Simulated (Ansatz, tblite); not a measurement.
Adding an electron: the cluster Si3Pt⁺. Charge 1, multiplicity 2. Geometry: B3LYP-D4/def2-SVP. Ansatz, gas phase; energy differences of separate SCF runs; the reduced species is a singlet (the triplet lies 0.70 eV higher at PBE0-D4/def2-TZVP).

```xyz
4

Pt   -1.1415    0.4727    0.2947
Si   -0.7113   -0.6543   -1.6902
Si    0.7056    0.6593    1.6907
Si    1.1472   -0.4777   -0.2952
```

In the def2 sets Pt takes a core potential; there is no spin–orbit coupling. The xTB rows come from tblite. The structure comes from a short search, and lower isomers may exist.

```csv
level,−HOMO (eV),−LUMO (eV),vertical EA (eV),HOMO–LUMO gap (eV)
GFN1-xTB,–,–,11.27,–
GFN2-xTB,–,–,9.96,–
PBE-D4/def2-TZVP,10.39,9.80,7.37,0.60
r2SCAN-D4/def2-TZVP,10.66,9.65,7.37,1.01
PBE0-D4/def2-TZVP,11.19,8.96,7.32,2.24
```

  HOMO and LUMO are the levels of the spin that leaves or enters (xTB has no such levels and no spin-polarisation term). Other spin states of the ions may lie lower, which would lower the ionisation energy or raise the affinity. Raw xTB energy differences between charge states are shifted by several eV; the methods need an empirical correction for them.
